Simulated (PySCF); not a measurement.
SiH2MePh: 4 charge schemes on one density

Species: SiH2MePh, C₇H₁₀Si.
Z-matrix (Å and degrees, PBE0-D3(BJ)/def2-SVP geometry), rows numbered from 1:
```
Si
H   1  1.4972
H   1  1.4973  2  108.84
C   1  1.8803  2  109.82  3  -120.09
H   4  1.1009  1  111.39  2    59.16
H   4  1.1009  1  110.34  2   -61.21
H   4  1.1009  1  110.43  2   179.57
C   1  1.8809  2  108.71  3   118.39
C   8  1.4037  1  120.83  2  -153.09
C   9  1.3937  8  121.09  1  -177.49
C  10  1.3945  9  119.96  8    -0.08
C  11  1.3941 10  119.82  9    -0.10
C  12  1.3942 11  119.97 10     0.11
H   9  1.0946  8  119.83  1     2.84
H  10  1.0929  9  119.97  8  -179.87
H  11  1.0928 10  120.09  9  -179.84
H  12  1.0929 11  120.07 10  -179.68
H  13  1.0944  8  119.82  1    -2.87
```

Density: PBE0/pcSseg-1 (PySCF); schemes: Mulliken, IAO, Hirshfeld and ESP-fitted. One conformer (not necessarily the lowest) at the PBE0-D3(BJ)/def2-SVP geometry, without solvent, vibrations or thermal averaging.

Question: Do the Mulliken, IAO, Hirshfeld and ESP-fitted schemes agree on where the charge is highest?

Answer: All schemes agree: Mulliken Si1 (+0.691); IAO Si1 (+0.764); Hirshfeld Si1 (+0.336); ESP-fitted Si1 (+0.602).

Question: For which atoms does the sign change between the 4 schemes (beyond +0.03 e in one, beyond −0.03 e in another)?

Answer: For none.

Question: At which atom do the 4 schemes differ most?

Answer: At C4: from -0.712 (IAO) to -0.211 e (Hirshfeld), 0.501 e apart.

Question: Tabulate the Mulliken, IAO, Hirshfeld and ESP-fitted charges.

Answer: In e:

```csv
atom,environment,Mulliken,IAO,Hirshfeld,ESP-fitted
Si1,silicon bonded to 2 C and 2 H,+0.691,+0.764,+0.336,+0.602
H2,hydrogen on Si1,-0.096,-0.127,-0.084,-0.160
H3,hydrogen on Si1,-0.093,-0.127,-0.084,-0.159
C4,carbon bonded to Si and 3 H,-0.623,-0.712,-0.211,-0.485
H5,hydrogen on C4,+0.144,+0.154,+0.044,+0.114
H6,hydrogen on C4,+0.145,+0.154,+0.043,+0.120
H7,hydrogen on C4,+0.144,+0.154,+0.043,+0.118
C8,carbon bonded to 2 C and Si,-0.361,-0.279,-0.096,-0.210
C9,carbon bonded to 2 C and H,-0.089,-0.138,-0.046,-0.067
C10,carbon bonded to 2 C and H,-0.074,-0.150,-0.049,-0.210
C11,carbon bonded to 2 C and H,-0.092,-0.144,-0.045,-0.068
C12,carbon bonded to 2 C and H,-0.075,-0.150,-0.049,-0.201
C13,carbon bonded to 2 C and H,-0.089,-0.138,-0.046,-0.066
H14,hydrogen on C9,+0.087,+0.143,+0.047,+0.125
H15,hydrogen on C10,+0.097,+0.150,+0.050,+0.150
H16,hydrogen on C11,+0.099,+0.151,+0.051,+0.128
H17,hydrogen on C12,+0.097,+0.151,+0.050,+0.147
H18,hydrogen on C13,+0.087,+0.144,+0.046,+0.122
```

Mean size of the charges over all atoms: IAO 0.218 e, ESP-fitted 0.181 e, Mulliken 0.177 e, Hirshfeld 0.079 e. Each set sums to the total charge, 0, to within 0.001 e. The ESP scheme is a least-squares fit of atom-centred charges to the potential on four shells outside the van der Waals surface, with the total charge fixed. The IAO scheme projects the occupied orbitals on a minimal set of polarised atomic orbitals and counts the electrons in each atom's part of it.

Question: How closely do the schemes follow one another over all atoms?

Answer: Correlation coefficient and root-mean-square difference: Mulliken with IAO 0.99, 0.056 e; IAO with ESP-fitted 0.98, 0.079 e; IAO with Hirshfeld 0.98, 0.183 e; Hirshfeld with ESP-fitted 0.98, 0.123 e; Mulliken with Hirshfeld 0.97, 0.152 e; Mulliken with ESP-fitted 0.96, 0.077 e.

Question: Sum the charges by element, for elements with more than one atom.

Answer: 
```
element  atoms  Mulliken     IAO  Hirshfeld  ESP-fitted
      H     10    +0.713  +0.947     +0.207      +0.704
      C      7    -1.404  -1.711     -0.543      -1.306
```

Question: How many electrons does the ESP-fitted scheme count on C10?

Answer: Z − q = 6 − (-0.210) = 6.210.
